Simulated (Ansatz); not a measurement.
`CCC(CC(C)OC(C)=O)OC(C)=O` with charge +1. Charge 1, multiplicity 2. Geometry PBE-D4/def2-SVP, that of the neutral singlet.

```xyz
32

C     1.017    3.274   -0.767
C     0.059    2.134   -0.424
C     0.686    0.749   -0.560
C    -0.254   -0.415   -0.233
C    -0.746   -0.457    1.214
C     0.359   -0.597    2.256
O    -1.625   -1.614    1.283
C    -2.622   -1.572    2.206
C    -3.434   -2.847    2.162
O    -2.819   -0.632    2.953
O     1.108    0.617   -1.945
C     2.186   -0.178   -2.187
C     2.500   -0.202   -3.665
O     2.797   -0.775   -1.322
H     0.527    4.262   -0.656
H     1.908    3.264   -0.105
H     1.375    3.187   -1.812
H    -0.306    2.244    0.619
H    -0.843    2.177   -1.073
H     1.601    0.672    0.066
H    -1.134   -0.369   -0.909
H     0.279   -1.365   -0.446
H    -1.363    0.434    1.456
H    -0.082   -0.681    3.268
H     0.983   -1.490    2.052
H     1.019    0.293    2.253
H    -2.783   -3.717    2.379
H    -3.848   -3.000    1.145
H    -4.251   -2.792    2.901
H     2.702    0.825   -4.028
H     1.626   -0.579   -4.233
H     3.377   -0.848   -3.848
```

At PBE-D4/def2-SVP the gap within one spin of the charge 1 doublet nearly closes, so an electron or hole may be smeared out by delocalisation error.

Task: Estimate the α-spin orbital energies around the gap (eV) in Ansatz with PBE-D4/def2-SVP, PBE0-D4/def2-SVP.

Result: 
```tsv
orbital	PBE-D4/def2-SVP	PBE0-D4/def2-SVP
HOMO−5	-11.93	-13.79
HOMO−4	-11.89	-13.60
HOMO−3	-11.70	-13.27
HOMO−2	-11.62	-13.09
HOMO−1	-11.55	-12.94
HOMO	-11.42	-12.89
LUMO	-5.54	-4.57
LUMO+1	-5.51	-4.47
LUMO+2	-2.81	-1.88
LUMO+3	-2.55	-1.47
LUMO+4	-2.32	-1.37
LUMO+5	-2.15	-1.19
β HOMO	-11.02	-11.66
β LUMO	-10.94	-10.99
```
